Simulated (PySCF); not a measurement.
Cl3La (SMILES [Cl][La]([Cl])[Cl]), singlet, at a GFN2-xTB geometry (such geometries of metal compounds can be far from the true shape) (core potentials on La).

Here is a job for PySCF.
```python
from pyscf import gto, scf, dft

mol = gto.Mole()
mol.atom = '''
    La    0.193340   -0.190468   -0.615242
    Cl   -1.969263   -0.822093    0.457095
    Cl   -0.103013    2.176902    0.115127
    Cl    1.424017   -0.716180    1.490647
'''
mol.basis = 'def2-svpd'
mol.ecp = {'La': 'def2-svpd'}
mol.charge = 0
mol.spin = 0
mol.verbose = 4
mol.build()

mf = dft.RKS(mol)
mf.xc = 'r2scan'
mf.grids.atom_grid = (99, 590)
mf.grids.prune = None
mf.kernel()
```

Q: Estimate the number of basis functions that R2SCAN/def2-SVPD (PySCF) returns for this input.

A: 116

Q: Estimate the nuclear repulsion energy that R2SCAN/def2-SVPD returns for this input.

A: 248.2619 Eh

Q: Give the Mulliken (on the basis functions themselves) charges in atom order at the level R2SCAN/def2-SVPD.

A: La1 1.72, Cl2 -0.57, Cl3 -0.57, Cl4 -0.57

Q: Roughly what does it cost on one core?

A: around 40 core-seconds (rough).
